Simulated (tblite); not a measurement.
Species: C4H6NOS (doublet state).
Z-matrix (Å and degrees, GFN2-xTB geometry), rows numbered from 1:
```
C 
N   1  1.4175
C   2  1.2020  1  137.48
C   3  1.3711  2  162.81  1  -178.40
O   4  1.2394  3  124.93  2   -94.21
C   4  1.5353  3  112.66  2    89.39
S   6  1.8129  4  109.73  3   178.69
H   1  1.0905  2  107.76  3   124.44
H   1  1.0932  2  113.17  3     2.75
H   1  1.0906  2  107.83  3  -118.72
H   6  1.0919  4  110.42  3    58.74
H   6  1.0915  4  110.24  3   -61.42
H   7  1.3408  6   91.62  4    -1.61
```

Method: GFN2-xTB as coded in tblite; computed harmonic values from a numerical Hessian at the method's own geometry, unscaled. Errors from tens to a few hundred cm⁻¹ against measured bands are possible. Modes of hydrogen on sulfur can be 10 to 20 % off. One conformer, not necessarily the lowest. Open shells enter through the occupations alone, without spin polarisation, and single modes of such species can be off by tens of per cent.

Harmonic wavenumbers (cm⁻¹): 28.0, 64.4, 81.6, 119.3, 224.5, 246.1, 334.8, 347.2, 424.5, 462.9, 570.9, 764.5, 793.6, 833.5, 880.8, 969.3, 1062.7, 1076.2, 1089.7, 1181.7, 1224.5, 1378.0, 1410.3, 1431.3, 1443.5, 1552.4, 2130.8, 2310.6, 2952.9, 2953.4, 2972.4, 3000.2, 3010.7.

A = 7263, B = 891.0, C = 809.0 MHz; mass 116.017 u (most abundant isotopes); point group C1, symmetry number 1; spin multiplicity 2.

Task: Zero-point energy?

Result: Half the sum of the wavenumbers: 19664 cm⁻¹ = 235.23 kJ/mol.

Task: Give the ideal-gas entropy at 298.15 K and 1 bar in the rigid-rotor, harmonic-oscillator model (classical rotation).

Result: Translation 168.14, rotation 119.28, vibration 111.87, spin (R ln 2) 5.76: S = 405.1 J/(mol K).

Task: And Cp and H(298.15 K) − H(0)?

Result: Cp = 130.11 J/(mol K), of which vibrations give 96.85 (their classical limit is 33 R = 274.4); H(298.15 K) − H(0) = 25.97 kJ/mol without the zero-point energy, 16.06 from vibrations.

Task: Blend soft modes into free rotors: weight 1/[1 + (100 cm⁻¹/ν̃)⁴] for the oscillator and the rest for a rotor with moment μB/(μ + B), μ = h/(8π²ν), B = 10⁻⁴⁴ kg m². What vibrational entropy results?

Result: 97.71 J/(mol K) in place of 111.87, which changes −T·S at 298.15 K by +4.22 kJ/mol.

Task: How do the functions run with temperature in this model?

Result: 
```json
{"T (K)": "100", "S (J/(mol K))": "297.8", "Cp (J/(mol K))": "74.5", "H − H(0) (kJ/mol)": "5.54", "G − H(0) (kJ/mol)": "-24.24", "ln q(vib)": "2.26"}
{"T (K)": "200", "S (J/(mol K))": "358.7", "Cp (J/(mol K))": "103.7", "H − H(0) (kJ/mol)": "14.49", "G − H(0) (kJ/mol)": "-57.25", "ln q(vib)": "4.76"}
{"T (K)": "300", "S (J/(mol K))": "405.9", "Cp (J/(mol K))": "130.6", "H − H(0) (kJ/mol)": "26.21", "G − H(0) (kJ/mol)": "-95.54", "ln q(vib)": "7.02"}
{"T (K)": "500", "S (J/(mol K))": "484.0", "Cp (J/(mol K))": "176.8", "H − H(0) (kJ/mol)": "57.19", "G − H(0) (kJ/mol)": "-184.79", "ln q(vib)": "11.12"}
{"T (K)": "800", "S (J/(mol K))": "577.7", "Cp (J/(mol K))": "221.7", "H − H(0) (kJ/mol)": "117.55", "G − H(0) (kJ/mol)": "-344.61", "ln q(vib)": "16.60"}
{"T (K)": "1000", "S (J/(mol K))": "629.4", "Cp (J/(mol K))": "241.2", "H − H(0) (kJ/mol)": "163.95", "G − H(0) (kJ/mol)": "-465.44", "ln q(vib)": "19.88"}
```

q(vib) and H(0) count from the zero-point level.

Hindered rotation and anharmonicity are outside this model. Other conformers, if any are populated, would add a mixing term that is left out. The structure is chiral; the term R ln 2 for an equal mix with its mirror image is left out.
